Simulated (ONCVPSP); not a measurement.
**Before and after: ONCV potential for Bi (Z = 83)**

Bi, optimised norm-conserving Vanderbilt (ONCV), made with ONCVPSP 4.0.1 (PW91, scalar-relativistic). Core [Xe] 4f14, reference 5d10 6s1.5 6p3.5. Waves: 6s: rc 1.85 bohr, ncon 3, nbas 7, qcut 2.9 1/bohr, 2 projectors, debl 1.2 Ha; 6p: rc 2.55 bohr, ncon 4, nbas 8, qcut 3.5 1/bohr, 2 projectors, debl 2.2 Ha; 5d: rc 1.80 bohr, ncon 4, nbas 9, qcut 8.3 1/bohr, 2 projectors, debl 1.9 Ha. Local part: polynomial inside 1.80 bohr (lpopt 5, dvloc0 1 Ha). Core correction: Teter function, fcfact 4, rcfact 1.6.

All-electron outer shells of the reference configuration (PW91, scalar-relativistic, ld1.x):

```csv
shell,level (eV),outermost node (bohr),outermost maximum (bohr)
4f,-153.58,–,0.34
5p,-96.79,0.48,0.86
5d,-27.94,0.51,1.03
6s,-15.08,0.98,1.86
6p,-4.96,1.14,2.44
```

Change: core correction Teter function, fcfact 1.5, rcfact 1.6.

Cutoffs: the cutoffs (Ha) at which the residual kinetic energy of the hardest occupied pseudo-wave falls to 1 and 0.1 mHa per electron; they do not see the model core or the augmentation charge, which bear on the density cutoff. Errors are all-electron minus pseudo energies relative to the spin-unpolarised reference configuration.

What does the change do?

The potential gets neither clearly harder nor softer (32 Ha and 52 Ha → 32 Ha and 52 Ha); of the 4 tests that both files solve, the error grows in 0 and shrinks in 2 by more than 15 % and 0.3 meV (median size 16.7 → 14.0 meV); neither file shows a bound ghost. A model core, the more so a compact one, raises the density cutoff, which this test does not measure.

```csv
quantity,base,changed
"cutoff, loose",32 Ha,32 Ha
"cutoff, tight",52 Ha,52 Ha
bound ghosts,none,none
GHOST(+) flags under 300 eV,"s at 45.5 eV, p at 105.9 eV","s at 45.5 eV, p at 105.9 eV"
"error for 5d10 6s2 6p3, meV [ΔE -5.01 eV]",-2.0,-1.1
"error for 5d10 6s2 6p2, meV [ΔE 2.96 eV]",-8.1,-7.0
"error for 5d10 6s2 6p1, meV [ΔE 18.29 eV]",-25,-21
"error for 5d9 6s2 6p4, meV [ΔE 19.18 eV]",-143,-123
s: phases at 1.88 bohr within 0.05 rad from the reference energy up to (Ha; the scan ends near 5),1.6,1.6
p: phases at 2.58 bohr within 0.05 rad from the reference energy up to (Ha; the scan ends near 5),2.6,2.6
d: phases at 1.83 bohr within 0.05 rad from the reference energy up to (Ha; the scan ends near 5),to the end of the scan,to the end of the scan
"rms error of d²Exc/dni dnj with the model core, mHa",0.69,1.53
```
